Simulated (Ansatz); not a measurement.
The cluster Sn2Pt was relaxed with r2SCAN-D4 (def2-TZVP) in Ansatz in these states: neutral quintet, neutral triplet. The geometries follow in no particular order.

In the def2 sets Pt, Sn take a core potential; there is no spin–orbit coupling.

A:

```xyz
3

Pt    0.137   -1.291   -0.448
Sn    1.291    0.914   -0.135
Sn   -1.428    0.377    0.583
```

B:

```csv
atom,x (Å),y (Å),z (Å)
Pt1,-0.1889,0.4881,-1.0476
Sn2,-0.5836,1.1886,1.3135
Sn3,0.7725,-1.6767,-0.2659
```

**Question.** Judge from the bond lengths which geometry belongs to which state (an estimate).

**Answer.** A is the neutral triplet (Sn2–Sn3 2.863 Å, Pt1–Sn2 2.508 Å, Pt1–Sn3 2.508 Å); B is the neutral quintet (Sn2–Sn3 3.542 Å, Pt1–Sn2 2.494 Å, Pt1–Sn3 2.494 Å).

At PBE0-D4/def2-TZVP a triplet lies 2.04 eV below the neutral quintet. These are the stationary points nearest to one start from a short search; other shapes may lie lower in each state.
